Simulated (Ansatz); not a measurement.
`C=C[SiH](N)Cl` + H₂S → `N[SiH](S)Cl` + `C=C`  (ligand exchange at the Si–C bond)

Gas-phase electronic energies from Ansatz, PBE0-D4/def2-TZVP geometries. CCSD(T)/CBS adds triple-zeta CCSD(T) − MP2 to the extrapolated MP2 energy (def2 sets, frozen cores). This one scheme is used for every species. DFT in def2-TZVPP. HSE06 is defined as in plane-wave codes. One conformer a species, not always the lowest.

| level | ΔE (kJ/mol) | difference from CCSD(T)/CBS |
| --- | --- | --- |
| LDA (SPW92) | -53.0 | 1.1 |
| PBE-D4 | -56.1 | -2.0 |
| revPBE-D4 | -55.4 | -1.3 |
| BLYP-D4 | -52.9 | 1.2 |
| r2SCAN-D4 | -57.0 | -2.9 |
| B97M-V | -56.5 | -2.4 |
| PBE0-D4 | -56.3 | -2.2 |
| r2SCAN0-D4 | -57.0 | -2.9 |
| HSE06-D4 | -56.5 | -2.4 |
| BHLYP-D4 | -54.4 | -0.3 |
| CAM-B3LYP-D4 | -52.0 | 2.1 |
| ωB97X-V | -53.7 | 0.4 |
| ωB97M-V | -53.6 | 0.5 |
| B2PLYP | -54.8 | -0.7 |
| PBE-QIDH | -56.4 | -2.3 |
| PBE | -57.5 | -3.4 |
| revPBE | -59.1 | -5.0 |
| BLYP | -55.4 | -1.3 |
| r2SCAN | -57.8 | -3.7 |
| PBE0 | -57.7 | -3.6 |
| r2SCANh | -57.8 | -3.7 |
| r2SCAN0 | -57.8 | -3.7 |
| HSE06 | -57.7 | -3.6 |
| BHLYP | -55.2 | -1.1 |
| CAM-B3LYP | -53.3 | 0.8 |
| LC-ωPBE | -56.0 | -1.9 |
| RPA@PBE/def2-TZVPP | -46.7 | 7.4 |
| HF/def2-SVP | -49.5 | 4.6 |
| MP2/def2-SVP | -47.9 | 6.2 |
| CCSD/def2-SVP | -46.5 | 7.6 |
| CCSD(T)/def2-SVP | -45.8 | 8.3 |
| HF/def2-TZVPP | -55.4 | -1.3 |
| MP2/def2-TZVPP | -53.9 | 0.2 |
| SCS-MP2/def2-TZVPP | -52.5 | 1.6 |
| CCSD/def2-TZVPP | -50.9 | 3.2 |
| CCSD(T)/def2-TZVPP | -50.8 | 3.3 |
| MP2/def2-QZVPP | -55.6 | -1.5 |
| SCS-MP2/def2-QZVPP | -54.3 | -0.2 |
| HF/CBS(def2) | -55.0 | -0.9 |
| MP2/CBS(def2) | -57.1 | -3.0 |
| CCSD(T)/CBS | -54.1 | 0 |

Largest T1 diagnostic among the species: 0.011.

Leaving LDA and LC-ωPBE aside and taking each functional with its dispersion term where it has one, the values, not all of them listed here, spread over 5.1 kJ/mol, from r2SCANh-D4 to CAM-B3LYP-D4. LDA lies +4.5 kJ/mol from PBE without D4. At CCSD(T), def2-SVP lies +8.3 kJ/mol from the extrapolated value and def2-TZVPP +3.3 kJ/mol.
